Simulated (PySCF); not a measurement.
## Orbital picture of BeP

HSE06 at R = 2.076 Å; PySCF, no relativity, basis sets Be def2-TZVP, P def2-TZVP. State: ⁴Σ⁻ (quartet), unpaired electrons σ ↑, π ↑↑. Only the outer orbitals are listed, counted within each symmetry.

| spin | orbital | occ. | ε (eV) | on Be (%) | main shells (%) |
| --- | --- | --- | --- | --- | --- |
| α | 5σ | 1 | -16.42 | 10 | 89 P s |
| α | 6σ | 1 | -8.24 | 35 | 58 P p, 33 Be s |
| α | 2π | 1 | -7.19 | 9 | 90 P p, 8 Be p |
| α | 2π | 1 | -7.19 | 9 | 90 P p, 8 Be p |
| α | 7σ | 1 | -5.26 | 86 | 48 Be s, 38 Be p, 14 P p |
| α | 3π | 0 | -1.50 | 90 | 89 Be p |
| α | 3π | 0 | -1.50 | 90 | 89 Be p |
| α | 8σ | 0 | 0.41 | 105 | 92 Be s, 13 Be p |
| β | 5σ | 1 | -14.06 | 15 | 84 P s |
| β | 6σ | 1 | -7.25 | 30 | 62 P p, 24 Be s |
| β | 2π | 0 | -3.83 | 21 | 79 P p, 19 Be p |
| β | 2π | 0 | -3.83 | 21 | 79 P p, 19 Be p |
| β | 7σ | 0 | -2.16 | 92 | 66 Be s, 25 Be p |

Q: Which are the highest filled and the lowest empty level, where do they sit, and how wide is the gap?

A: Highest filled α 7σ at -5.26 eV (in %: 48 Be s, 38 Be p, 14 P p); lowest empty β 2π at -3.83 eV (in %: 79 P p, 19 Be p); the gap at HSE06 is 1.43 eV.

| Item | Value |
| --- | --- |
| bond order (Mayer) | 1.27 |
| ⟨S²⟩ | 3.756 |
| charge on Be (Mulliken, basis-dependent) | 0.05 |
| charge on Be (Löwdin, basis-dependent) | -0.22 |
| dipole moment (positive dipole means Be(−)P(+)) | -0.33 D |

Shares are Mulliken populations and can fall outside 0 to 100 %.

The state was picked by a PBE0 search and need not be the measured ground state.
